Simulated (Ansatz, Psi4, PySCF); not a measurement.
C$_{3}$H$_{5}$ (SMILES C=[C-]C), charge -1, singlet, at a GFN2-xTB geometry (in this run its highest filled SCF level lies above zero, so its values depend strongly on the basis, on diffuse functions most of all). Base run: R2SCAN/cc-pVDZ run with PySCF.

Input for PySCF:
```python
from pyscf import gto, scf, dft

mol = gto.M(
    atom='''
C     1.21686285    0.18064468   -0.01811021
C    -0.03073571    0.64943625   -0.01639561
H     1.55400853   -0.90155213    0.00604924
H     2.07987196    0.86156060   -0.04519938
C    -1.09237829   -0.45448601    0.02379043
H    -0.70655261   -1.50225173    0.04652436
H    -1.73516936   -0.33296119    0.90943146
H    -1.75465160   -0.37836511   -0.85251336
''',
    basis='cc-pvdz',
    charge=-1,
    verbose=4,
)

mf = dft.RKS(mol)
mf.xc = 'r2scan'
mf.kernel()
```

The same geometry, method and basis name were run in Ansatz (a program for electronic structure) and Psi4 and PySCF, at each program's defaults and at the settings that a row names. The base is PySCF at its defaults. Differences at the defaults can come from grids, fitting, cores and function types together.

```csv
code and settings,ΔE vs base (mEh),basis functions,E (Eh),SCF cycles
"PySCF, defaults (exact integrals, its default grid, spherical functions)",0.000,67,-117.15249,10
"Psi4, defaults (density fitting with its default set, its default grid, spherical functions)",-0.130,67,-117.15262,10
"Ansatz, defaults (factorised integrals, its default grid, spherical functions)",0.000,67,-117.15249,-
"PySCF, density fitting with def2-universal-jkfit",-0.084,67,-117.15257,10
"PySCF, fine grid",-0.011,67,-117.15250,10
"Psi4, exact integrals, spherical functions, fine grid",-0.004,67,-117.15249,12
"Ansatz, high accuracy",0.002,67,-117.15249,-
```
